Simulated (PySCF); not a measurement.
Some computed properties have been withheld. Give your best values.

Species: C6H12BNO.
Cartesian coordinates in Å at the PBE0-D3(BJ)/def2-SVP level; atoms count from 1:
```
atom  x, y, z in Å
C1     2.396   -0.815    0.974
C2     1.848   -0.249   -0.289
C3     0.674    0.370   -0.440
N4    -0.253    0.619    0.616
C5     0.179    1.410    1.680
O6     1.278    1.884    1.796
B7    -1.607    0.110    0.543
C8    -2.001   -0.769   -0.700
C9    -2.665    0.450    1.669
H10    2.932   -1.758    0.785
H11    3.107   -0.108    1.434
H12    1.605   -1.005    1.713
H13    2.469   -0.330   -1.188
H14    0.366    0.740   -1.422
H15   -0.619    1.563    2.435
H16   -1.174   -1.382   -1.089
H17   -2.302   -0.092   -1.523
H18   -2.868   -1.415   -0.497
H19   -2.765    1.532    1.855
H20   -3.661    0.062    1.411
H21   -2.382   -0.005    2.634
```

```json
{"property": "point group", "level": "PBE0-D3(BJ)/def2-SVP", "value": "C1"}
{"property": "rotational constants A, B, C", "level": "PBE0-D3(BJ)/def2-SVP", "value": "?"}
{"property": "dipole moment", "level": "wB97X-D/def2-SVPD", "value": "?"}
{"property": "HOMO energy", "level": "wB97X-D/def2-SVPD", "value": "-9.03 eV"}
{"property": "LUMO energy", "level": "wB97X-D/def2-SVPD", "value": "1.08 eV"}
{"property": "lowest singlet excitation", "level": "TDDFT wB97X-D/def2-SVPD", "value": "5.15 eV (241 nm, f = 0.001)"}
{"property": "strongest line among the 10 lowest singlet transitions", "level": "TDDFT wB97X-D/def2-SVPD", "value": "S3 at 6.69 eV (185 nm, f = 0.259)"}
{"property": "lowest triplet excitation (Tamm–Dancoff)", "level": "TDA wB97X-D/def2-SVPD", "value": "4.34 eV"}
{"property": "static isotropic polarisability", "level": "wB97X-D/def2-SVPD", "value": "97.9 au"}
{"property": "vertical ionisation energy", "level": "ΔSCF wB97X-D/def2-SVPD", "value": "?"}
{"property": "electronic spatial extent ⟨r²⟩ about the centre of nuclear charge", "level": "wB97X-D/def2-SVPD", "value": "?"}
{"property": "13C chemical shifts (computed TMS as zero) by class", "level": "GIAO PBE/pcSseg-1", "value": "161.5 (C5), 133.4 (C2), 132.4 (C3), 17.0 (C1), 7.9 (C8/C9) ppm"}
{"property": "1H chemical shifts (computed TMS as zero) by class", "level": "GIAO PBE/pcSseg-1", "value": "8.75 (H15), 5.93 (H14), 5.74 (H13), 1.58 (H10/H11/H12), 0.79 (H16/H17/H18/H19/H20/H21) ppm"}
{"property": "isotropic shieldings of nuclei other than C and H, by class", "level": "GIAO PBE/pcSseg-1", "value": "?"}
```

Electronic properties: PySCF, gas phase, density fitting. NMR classes are plain means over equivalent atoms (diastereotopic ones count apart unless rotation or inversion swaps them), as if these changed places fast; in this geometry the members of some classes differ.

What are the rotational constants A, B, C?

2.229, 1.210, 0.906 GHz.

What is the dipole moment?

2.64 D.

Give the vertical ionisation energy.

9.13 eV.

The electronic spatial extent ⟨r²⟩ about the centre of nuclear charge?

1395 bohr².

What are the isotropic shieldings of nuclei other than C and H, by class?

39 (B7), 45 (N4), -169 (O6) ppm.

The vertical singlet–triplet gap S1 − T1 is 0.81 eV (TDDFT singlet less Tamm–Dancoff triplet). The polarisability is 14.51 Å³ as a volume (1 au = 0.148185 Å³), or 1.44 au for each of the 68 electrons. With B = h/(8π²I), that is 505.379 GHz u Å² over I, the principal moments of inertia are 226.7, 417.7 and 557.9 u Å² (most abundant isotopes).

One conformer stands for the species.
